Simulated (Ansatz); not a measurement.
A run on CH9BOSi2, SMILES `C[SiH]([SiH3])BO` with other settings.

```yaml
crystal:
  periodic: [false, false, false]
  atoms:
    - {symbol: C, position_ang: [-0.738374, -0.673494, 1.652335]}
    - {symbol: Si, position_ang: [-0.204759, -0.621285, -0.151603]}
    - {symbol: Si, position_ang: [2.107384, -0.251652, -0.309255]}
    - {symbol: B, position_ang: [-1.108867, 0.828037, -1.232066]}
    - {symbol: O, position_ang: [-1.767473, 1.810905, -0.574461]}
    - {symbol: H, position_ang: [-0.191750, -1.437594, 2.208573]}
    - {symbol: H, position_ang: [-0.558306, 0.292859, 2.128418]}
    - {symbol: H, position_ang: [-1.806079, -0.891004, 1.729623]}
    - {symbol: H, position_ang: [-0.451631, -1.944296, -0.803496]}
    - {symbol: H, position_ang: [2.469943, 1.066945, 0.283845]}
    - {symbol: H, position_ang: [2.875209, -1.301544, 0.417988]}
    - {symbol: H, position_ang: [2.555423, -0.251119, -1.729632]}
    - {symbol: H, position_ang: [-1.049807, 0.865309, -2.436333]}
    - {symbol: H, position_ang: [-2.144014, 2.478933, -1.155035]}
basis:
  gaussian: {orbitals: def2-SVPD, final_grid: {core_spheres: 8, valence_spheres: 7, degree: 23}}
hamiltonian: {xc: {name: CAM-B3LYP}, dispersion: d4, pseudopotentials: {relativity: none}}
output: {forces: true}
```

```sh
$ ansatz run in.yaml --threads 4 --pin off --events-out ev --progress --plain --max-ram 10444MiB
```

Shortened log:

```
Functional definition: CAM-B3LYP
1563 factors; their error is unknown
729 factors; integrals over basis functions are off by at most 6.7e-6 eV
mean field evaluation 1: about -19647.9183 eV, gradient 5.5e1 eV
mean field evaluation 2: about -19644.8253 eV, gradient 7.0e1 eV
mean field evaluation 4: about -19654.0225 eV, gradient 2.5e0 eV
mean field evaluation 8: about -19654.1198 eV, gradient 3.0e-2 eV
mean field -19654.11980563 eV, -722.2755808160 hartree, gradient 5.2e-5 eV, S^2 0.000000; 0 other end points of the search recorded, 0 dependent functions left out
reference -19654.11996096 eV, -722.2755865244 hartree; 28, 28 occupied and 155, 155 virtual orbitals, 1563 factors
Total energy: -19654.38741140 eV, -722.2854151465 hartree
Atom 0 at    -0.738374    -0.673494     1.652335 Å, force     0.031547     0.006117    -0.167269 eV/Å
Atom 1 at    -0.204759    -0.621285    -0.151603 Å, force     0.041718    -0.002609    -0.131433 eV/Å
Atom 2 at     2.107384    -0.251652    -0.309255 Å, force     0.040174    -0.006065     0.015525 eV/Å
Atom 3 at    -1.108867     0.828037    -1.232066 Å, force     0.004273    -0.070248     0.189758 eV/Å
Atom 4 at    -1.767473     1.810905    -0.574461 Å, force     0.041935    -0.060830    -0.084075 eV/Å
Atom 5 at    -0.191750    -1.437594     2.208573 Å, force     0.100562    -0.148437     0.121302 eV/Å
Atom 6 at    -0.558306     0.292859     2.128418 Å, force     0.025121     0.190183     0.119096 eV/Å
Atom 7 at    -1.806079    -0.891004     1.729623 Å, force    -0.208531    -0.039547     0.042242 eV/Å
Atom 8 at    -0.451631    -1.944296    -0.803496 Å, force    -0.015042    -0.026019     0.005075 eV/Å
Atom 9 at     2.469943     1.066945     0.283845 Å, force     0.006940     0.019738     0.007104 eV/Å
Atom 10 at     2.875209    -1.301544     0.417988 Å, force     0.006377    -0.010149     0.006997 eV/Å
Atom 11 at     2.555423    -0.251119    -1.729632 Å, force     0.004539     0.001149    -0.018395 eV/Å
Atom 12 at    -1.049807     0.865309    -2.436333 Å, force    -0.016327     0.041079    -0.118883 eV/Å
Atom 13 at    -2.144014     2.478933    -1.155035 Å, force    -0.063285     0.105639     0.012956 eV/Å
Dipole moment:    -0.296944     0.238118    -0.105330 e Å
```

Hardware: 4 threads of an Intel Xeon 6975P-C on a shared host. Wall time 1.9 s, peak host memory 0.66 GiB.
